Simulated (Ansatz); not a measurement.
Input for Ansatz (development build ahead of 0.2.0):

```yaml
crystal:
  periodic: [false, false, false]
  atoms:
    - { symbol: H, position_ang: [0.0, 0.0, -0.41087] }
    - { symbol: H, position_ang: [0.0, 0.0, 0.41087] }
basis:
  gaussian: { orbitals: cc-pVTZ }
hamiltonian:
  xc: hf
```

The input is written out in the form of the current development build from the run's settings.

Results

- Converged: yes
- Total energy: -1.12840 hartree
- Spin squared of the determinant: 0.000

Caution: stretched shape with no unrestricted run beside it, a lower state can exist.
